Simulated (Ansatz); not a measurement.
Reaction (ligand exchange at a Ga–C bond): `[CH3][Ga]([OH])[OH]` + HBr → `[OH][Ga]([OH])[Br]` + CH₄

Isolated molecules relaxed with PBE0-D4/def2-TZVP in Ansatz; ΔE leaves out vibrations. CCSD(T)/CBS is the MP2 limit (def2-TZVPP, def2-QZVPP) plus CCSD(T) − MP2 in def2-TZVPP, frozen cores. This one scheme is used for every species. Functionals use def2-TZVPP. For Br, Ga outer-core shells are correlated without core-valence functions, which leaves a few kJ/mol of doubt a bond. Scalar relativity is left out up to krypton. One conformer a species, not always the lowest.

`[CH3][Ga]([OH])[OH]`:

Cartesian coordinates in Å:
```
C 0.506 -1.079 1.033
Ga -0.113 0.252 -0.237
O 1.041 1.227 -1.197
O -1.861 0.548 -0.492
H 1.587 -1.022 1.150
H 0.240 -2.079 0.684
H 0.028 -0.925 2.002
H 0.644 1.856 -1.802
H -2.072 1.222 -1.141
```

HBr:

Z-matrix (Å, degrees):
```
Br
H 1 1.420
```

`[OH][Ga]([OH])[Br]`:

```xyz
6

O    -1.465    0.362    0.097
Ga    0.260    0.056   -0.182
O     1.131   -1.007    0.929
Br    1.371    0.989   -1.921
H    -1.863    0.948   -0.551
H     0.566   -1.347    1.628
```

CH₄:

Cartesian coordinates in Å:
```
C 0.000 0.000 0.000
H -0.626 0.394 0.800
H 0.389 -0.975 0.291
H 0.830 0.683 -0.182
H -0.593 -0.101 -0.909
```

CCSD(T)/CBS gives -127.2 kJ/mol.

Question: Another level gave -137.3 kJ/mol. Which?
A. r2SCANh/def2-TZVPP
B. PBE0-D4/def2-TZVPP
C. BHLYP-D4/def2-TZVPP
D. PBE-D4/def2-TZVPP

Answer: A. r2SCANh -137.3, PBE0-D4 -133.2, PBE-D4 -127.5, BHLYP-D4 -142.0 kJ/mol.

Largest T1 diagnostic among the species: 0.014.

In def2-TZVPP, CCSD(T) changes the Hartree–Fock value by +22.8 kJ/mol (the triples alone add +1.2 kJ/mol) and MP2 by +19.8 kJ/mol. From BLYP to BHLYP (50 % exact exchange), in def2-TZVPP and without D4, ΔE moves by −11.9 kJ/mol.
